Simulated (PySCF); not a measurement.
Species: `C[C@@H]1CC(=O)OC[C@H]1C(F)F`. The columns A, B, C and D hold Mulliken, IAO, Hirshfeld and ESP-fitted charges (e) of one PBE0/pcSseg-1 density (PySCF), in a shuffled order. Coordinates in Å (GFN2-xTB); the density's dipole moment is (-2.84, -2.01, -1.79) D.

```json
{"atom": "C1", "x": "0.261", "y": "-2.045", "z": "0.041", "A": "-0.624", "B": "-0.189", "C": "-0.116", "D": "-0.419"}
{"atom": "C2", "x": "0.066", "y": "-0.645", "z": "-0.536", "A": "+0.528", "B": "-0.313", "C": "-0.020", "D": "-0.104"}
{"atom": "C3", "x": "1.426", "y": "-0.011", "z": "-0.880", "A": "-0.651", "B": "-0.248", "C": "-0.076", "D": "-0.335"}
{"atom": "C4", "x": "2.063", "y": "0.661", "z": "0.317", "A": "+0.864", "B": "+0.481", "C": "+0.204", "D": "+0.519"}
{"atom": "O5", "x": "3.185", "y": "0.464", "z": "0.690", "A": "-0.548", "B": "-0.377", "C": "-0.271", "D": "-0.440"}
{"atom": "O6", "x": "1.277", "y": "1.544", "z": "0.957", "A": "-0.490", "B": "-0.441", "C": "-0.105", "D": "-0.331"}
{"atom": "C7", "x": "-0.063", "y": "1.648", "z": "0.522", "A": "+0.241", "B": "+0.166", "C": "+0.003", "D": "-0.068"}
{"atom": "C8", "x": "-0.699", "y": "0.254", "z": "0.458", "A": "-0.401", "B": "-0.400", "C": "-0.050", "D": "-0.164"}
{"atom": "C9", "x": "-2.173", "y": "0.359", "z": "0.086", "A": "+0.272", "B": "+0.585", "C": "+0.153", "D": "+0.448"}
{"atom": "F10", "x": "-2.332", "y": "1.004", "z": "-1.096", "A": "-0.204", "B": "-0.302", "C": "-0.095", "D": "-0.307"}
{"atom": "F11", "x": "-2.855", "y": "1.083", "z": "1.004", "A": "-0.201", "B": "-0.299", "C": "-0.098", "D": "-0.303"}
{"atom": "H12", "x": "0.908", "y": "-2.007", "z": "0.914", "A": "+0.170", "B": "+0.128", "C": "+0.045", "D": "+0.145"}
{"atom": "H13", "x": "-0.693", "y": "-2.480", "z": "0.330", "A": "+0.135", "B": "+0.117", "C": "+0.042", "D": "+0.138"}
{"atom": "H14", "x": "0.721", "y": "-2.697", "z": "-0.697", "A": "+0.164", "B": "+0.126", "C": "+0.047", "D": "+0.147"}
{"atom": "H15", "x": "-0.514", "y": "-0.722", "z": "-1.462", "A": "-0.018", "B": "+0.134", "C": "+0.037", "D": "+0.139"}
{"atom": "H16", "x": "1.298", "y": "0.755", "z": "-1.650", "A": "+0.178", "B": "+0.162", "C": "+0.054", "D": "+0.161"}
{"atom": "H17", "x": "2.114", "y": "-0.764", "z": "-1.263", "A": "+0.175", "B": "+0.150", "C": "+0.056", "D": "+0.169"}
{"atom": "H18", "x": "-0.567", "y": "2.275", "z": "1.261", "A": "+0.098", "B": "+0.149", "C": "+0.053", "D": "+0.173"}
{"atom": "H19", "x": "-0.118", "y": "2.139", "z": "-0.458", "A": "+0.040", "B": "+0.124", "C": "+0.040", "D": "+0.139"}
{"atom": "H20", "x": "-0.649", "y": "-0.177", "z": "1.464", "A": "+0.166", "B": "+0.151", "C": "+0.047", "D": "+0.153"}
{"atom": "H21", "x": "-2.667", "y": "-0.621", "z": "-0.002", "A": "+0.108", "B": "+0.099", "C": "+0.051", "D": "+0.141"}
```

**Question.** Which column most likely holds the ESP-fitted charges?

**Answer.** A. Σ q r misses the density's dipole by 0.02 D (A), 1.06 D (D), 1.18 D (B), 1.20 D (C). Charges fitted to the outside potential are the only set here that is tied to the molecule's multipoles.

**Question.** And the Hirshfeld charges?

**Answer.** C. The mean sizes are 0.079 e (C), 0.235 e (D), 0.245 e (B), 0.299 e (A), and Hirshfeld charges are commonly the smallest of these schemes.

As computed, A = ESP-fitted, B = Mulliken, C = Hirshfeld, D = IAO. Hydrogens on carbon: ESP-fitted -0.02 to +0.18, Mulliken +0.10 to +0.16, Hirshfeld +0.04 to +0.06, IAO +0.14 to +0.17 e.

The IAO scheme projects the occupied orbitals on a minimal set of polarised atomic orbitals and counts the electrons in each atom's part of it. The ESP scheme fits charges at the nuclei, held to the total charge, to the electrostatic potential on points at 1.4 to 2.0 times the van der Waals radii.

The structure is a single GFN2-xTB conformer in the gas phase; no vibrational or solvent corrections.
